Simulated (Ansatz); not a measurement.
NaAl, closed-shell singlet (lowest of 2S+1 = 1, 3 at CCSD(T)/def2-TZVPP on PBE0 minima; our sources give no spin for the ground state, which may be another), most abundant isotopes (22.9898 and 26.9815 u). Constants from fifth-degree fits in 1/R to seven points on the lowest solution found; no spin–orbit coupling, no relativity up to Kr; ω_e x_e and α_e move by some per cent with the fit.

Correlated levels freeze the inner cores; with def2 sets outer-core shells near the valence are correlated too.

Run with Ansatz (a first-principles code). Values without a source in brackets are computed.

Total energies (hartree; each atom in its lowest state at that level) and vibrational constants (cm⁻¹):

```tsv
level	E(NaAl) at r_e	E(Na)	E(Al)	ω_e	ω_e x_e
PBE/def2-TZVPP	-404.418617	-162.160437	-242.227635	183	0.81
B3LYP/def2-TZVPP	-404.706531	-162.291254	-242.387606	187	0.81
wB97M-V/def2-TZVPP	-404.634928	-162.257130	-242.347410	203	0.66
CCSD(T)/def2-QZVPP	-404.020598	-162.055741	-241.934219	189	0.78
```

Problem. Work out D_e and D₀ in eV.

Solution. 
D_e = E(Na) + E(Al) − E(molecule), times 27.2114 eV; D₀ = D_e − (ω_e/2 − ω_e x_e/4)/8065.54.
- PBE/def2-TZVPP: D_e = 0.831, zero point 0.011, D₀ = 0.820 eV
- B3LYP/def2-TZVPP: D_e = 0.753, zero point 0.012, D₀ = 0.741 eV
- wB97M-V/def2-TZVPP: D_e = 0.827, zero point 0.013, D₀ = 0.814 eV
- CCSD(T)/def2-QZVPP: D_e = 0.834, zero point 0.012, D₀ = 0.822 eV
No counterpoise correction is made.

Doubts at one or more of the structures used: a restricted determinant that unrestricted orbitals would lower (CCSD(T)/def2-QZVPP).
